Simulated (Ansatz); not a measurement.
Basis-set extrapolation for CH8AlNOSi (PBE0-D4/def2-TZVP geometry, frozen core, the Gaussian-basis code of Ansatz). Multiplicity 1, RHF reference.

```
                      def2-TZVPP   def2-QZVPP
                 HF  -702.795524  -702.819945
    MP2 correlation    -0.842071    -0.903934
CCSD(T) correlation    -0.924751      not run
```

Energies in hartree. Use E(X) = E(∞) + A·exp(−7.88·√X) for Hartree–Fock and E(X) = E(∞) + B·X^(−2.97) for correlation, with X = 3 and 4, and add CCSD(T) minus MP2 of the smaller set to the MP2 limit.

Task: What is the CCSD(T) energy at the basis-set limit?

Result: HF limit: -702.819945 + (-0.024421) × 0.13774 = -702.82331. MP2 limit: -0.903934 + (-0.061863) × 0.74074 = -0.94976. Higher-order term: -0.924751 − (-0.842071) = -0.08268. Total: -703.85575 hartree, 85.0 kcal/mol below CCSD(T)/def2-TZVPP.
